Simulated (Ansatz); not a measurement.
Isolated molecules relaxed with PBE0-D4/def2-TZVP in Ansatz; ΔE leaves out vibrations. CBS: MP2 limit from def2 TZ/QZ plus the TZ coupled-cluster correction, frozen cores. Functionals use def2-TZVPP. For Ge outer-core shells are correlated without core-valence functions, which leaves a few kJ/mol of doubt a bond. Scalar relativity is left out up to krypton. One conformer a species, not always the lowest.

`[F][GeH2][SiH2]S` + `OCS` → `SCO[SiH2]S` + `[F][GeH3]`  (cleavage of the Si–Ge bond)

`[F][GeH2][SiH2]S`:

Cartesian coordinates in Å:
```
F -1.508 -1.938 -0.278
Ge -0.941 -0.668 0.781
Si 0.229 0.903 -0.586
S 1.991 0.043 -1.435
H -2.203 -0.110 1.466
H -0.036 -1.366 1.814
H 0.534 2.108 0.234
H -0.612 1.293 -1.744
H 2.547 -0.265 -0.251
```

`OCS`:

```xyz
7

O     0.617    0.966    0.480
C     0.138   -0.075   -0.332
S    -1.635   -0.263   -0.138
H     1.573    1.010    0.380
H     0.275    0.137   -1.400
H     0.629   -1.026   -0.103
H    -1.597   -0.750    1.113
```

`SCO[SiH2]S`:

Cartesian coordinates in Å:
```
S -0.890 0.192 2.220
C -1.331 0.437 0.485
O -0.310 0.991 -0.300
Si 0.706 0.119 -1.249
S 1.786 -1.397 -0.204
H -0.140 -0.905 2.023
H -2.165 1.141 0.503
H -1.689 -0.511 0.073
H -0.046 -0.659 -2.266
H 1.608 1.123 -1.849
H 2.471 -0.531 0.564
```

`[F][GeH3]`:

Z-matrix (Å, degrees):
```
Ge
F 1 1.742
H 1 1.533 2 106.2
H 1 1.533 2 106.3 3 120.0
H 1 1.533 2 106.2 3 -120.0
```

Task: Is it downhill or uphill in electronic energy at CCSD(T)/CBS, and by how much? (An estimate is asked.)

Result: The calculation gave: Downhill: ΔE = -1.02 eV.

Task: What do these levels give: PBE-D4, r2SCAN-D4, ωB97X-V, B2PLYP, HF/def2-TZVPP, MP2/def2-TZVPP, CCSD/def2-TZVPP, CCSD(T)/def2-TZVPP, HF/def2-QZVPP, MP2/def2-QZVPP, SCS-MP2/def2-QZVPP, HF/CBS(def2)? (An estimate is asked.)

Result: Computed: PBE-D4 -0.84, r2SCAN-D4 -1.00, ωB97X-V -1.02, B2PLYP -1.04, HF/def2-TZVPP -1.14, MP2/def2-TZVPP -1.12, CCSD/def2-TZVPP -1.04, CCSD(T)/def2-TZVPP -1.04, HF/def2-QZVPP -1.16, MP2/def2-QZVPP -1.11, SCS-MP2/def2-QZVPP -1.12, HF/CBS(def2) -1.16 eV.

Largest T1 diagnostic among the species: 0.012.

The D4 term adds −0.07 eV with B3LYP and −0.04 eV with PBE0; it sums over pairs of atoms, weighted by their polarisabilities, and B3LYP, whose exchange is more repulsive, gets the larger term. From PBE to PBE0 (25 % exact exchange), in def2-TZVPP and without D4, ΔE moves by −0.05 eV.

B3LYP here is the variant with VWN-RPA as its local correlation; programs differ in this.
